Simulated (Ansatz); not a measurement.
Cartesian coordinates in Å:
```
O -1.5175 -0.0738 0.2828
C -0.2183 -0.3464 0.0092
F 0.4462 -0.6961 1.1398
Br -0.2096 -1.8855 -1.1751
Te 0.7837 1.4049 -0.8496
H -1.5467 0.6836 0.8833
H 2.2622 0.9135 -0.2904
```

Total charge 0; spin multiplicity 1. Te takes the def2 core potential.

Task: List the PBE0/def2-TZVPP orbital energies in eV (the Gaussian-basis code of Ansatz). (An estimate is asked.)

Result: The calculation gave: Occupied: -13150.37, -1705.26, -1535.84, -1535.74, -1535.74, -674.95, -524.36, -284.19, -239.09, -179.54, -179.22, -179.21, -172.41, -121.42, -121.31, -121.07, -73.02, -72.93, -72.93, -72.67, -72.67, -44.64, -44.60, -44.38, -44.28, -44.25, -35.15, -30.70, -22.70, -19.37, -18.08, -16.61, -14.62, -14.29, -12.84, -11.64, -10.96, -10.01, -9.08, -8.57, -8.31, -6.74. Lowest empty: -1.72, -0.48, 0.22, 1.04, 2.43, 3.30, 3.47, 3.81.
